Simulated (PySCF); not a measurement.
C₂H₅O₂, SMILES CC(O)=[OH+], charge +1.

Geometry: B3LYP-D3(BJ)/def2-SVP. The isomer is the one that the SMILES or the coordinates give; other isomers of the formula were not compared. Other conformers were not sampled.

Method: PBE/def2-TZVPD (PySCF).

The total energy is -229.24043 hartree and the highest occupied level is -15.42 eV. The lowest empty level is -8.50 eV and the orbital gap comes out as 6.91 eV. The dipole moment about the centre of nuclear charge is 1.52 D, the mean static polarisability is 31.7 bohr³ (4.70 Å³) and the polarisability, principal values comes out as 23.4, 34.5, 37.1 bohr³.
